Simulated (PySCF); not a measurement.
C4H5FO2, SMILES O1C(F)=CO[C@@H]1C.

Geometry: PBE-D3(BJ)/def2-SVP. The structure was generated by enumeration; whether it is a known compound was not checked. One conformer was computed; it need not be the lowest.

These are TDDFT-PBE/def2-SVPD in PySCF values and carry that method's errors.

Vertical excitations. The molecule is in vacuum.

```json
[
 {"state": "S1", "energy (eV)": "4.75", "λ (nm)": "261", "f": "0.005", "main pairs": "HOMO→LUMO+1 98 %"},
 {"state": "S2", "energy (eV)": "5.08", "λ (nm)": "244", "f": "0.007", "main pairs": "HOMO→LUMO+2 89 %"},
 {"state": "S3", "energy (eV)": "5.51", "λ (nm)": "225", "f": "0.020", "main pairs": "HOMO→LUMO+3 70 %, HOMO→LUMO 22 %"},
 {"state": "S4", "energy (eV)": "5.69", "λ (nm)": "218", "f": "0.042", "main pairs": "HOMO→LUMO 55 %, HOMO→LUMO+3 29 %"},
 {"state": "S5", "energy (eV)": "5.71", "λ (nm)": "217", "f": "0.008", "main pairs": "HOMO→LUMO+4 100 %"},
 {"state": "S6", "energy (eV)": "6.31", "λ (nm)": "196", "f": "0.008", "main pairs": "HOMO→LUMO+5 91 %"},
 {"state": "S7", "energy (eV)": "6.48", "λ (nm)": "191", "f": "0.012", "main pairs": "HOMO→LUMO+6 93 %"},
 {"state": "S8", "energy (eV)": "6.58", "λ (nm)": "188", "f": "0.023", "main pairs": "HOMO→LUMO+7 95 %"},
 {"state": "S9", "energy (eV)": "6.97", "λ (nm)": "178", "f": "0.021", "main pairs": "HOMO→LUMO+8 96 %"},
 {"state": "S10", "energy (eV)": "7.12", "λ (nm)": "174", "f": "0.004", "main pairs": "HOMO→LUMO+9 100 %"},
 {"state": "T1", "energy (eV)": "3.81", "λ (nm)": "325", "f": "0", "main pairs": "HOMO→LUMO 96 %"},
 {"state": "T2", "energy (eV)": "4.66", "λ (nm)": "266", "f": "0", "main pairs": "HOMO→LUMO+1 97 %"},
 {"state": "T3", "energy (eV)": "4.88", "λ (nm)": "254", "f": "0", "main pairs": "HOMO→LUMO+2 96 %"},
 {"state": "T4", "energy (eV)": "5.50", "λ (nm)": "225", "f": "0", "main pairs": "HOMO→LUMO+3 99 %"}
]
```
Triplets are in the Tamm–Dancoff approximation, which puts them higher than full response would, so one can lie above its singlet here.
